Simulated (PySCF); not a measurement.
**Ir²⁺ (iridium, charge +2) across methods**

[Xe] 4f14 5d7, high-spin 4F determinant. All numbers are calculated (PySCF 2.14, scalar relativity through the core potential, in def2-TZVPPD with the def2 core potential (60 electrons)).

| method | E (hartree) | mean ε 5p β (eV) | mean ε 5d α (eV) | mean ε 5d β (eV) | Σ⟨r²⟩ (bohr²) | ⟨S²⟩ |
| --- | --- | --- | --- | --- | --- | --- |
| BP86 | -103.3636 | -70.885 | -25.434 | -23.791 | 32.94 | 3.751 |
| M06-L | -103.3531 | -71.342 | -25.351 | -23.651 | 32.42 | 3.753 |
| LDA | -103.0335 | -70.797 | -25.504 | -23.699 | 33.20 | 3.751 |
| PBE0 | -103.2555 | -73.570 | -27.042 | -25.165 | 32.77 | 3.752 |
| UHF | -102.58743 | -80.984 | -31.258 | -28.801 | 32.52 | 3.755 |
| PBE | -103.2811 | -70.708 | -25.358 | -23.622 | 32.98 | 3.751 |
| wB97X | -103.2905 | -76.074 | -29.309 | -27.659 | 32.62 | 3.752 |
| r2SCAN | -103.2988 | -71.684 | -25.709 | -23.694 | 32.71 | 3.753 |
| PW91 | -103.3265 | -70.804 | -25.430 | -23.709 | 32.99 | 3.751 |

Energies and moments cover only the electrons outside the core potential. Spin-orbit coupling, absent here, splits the open shell strongly.
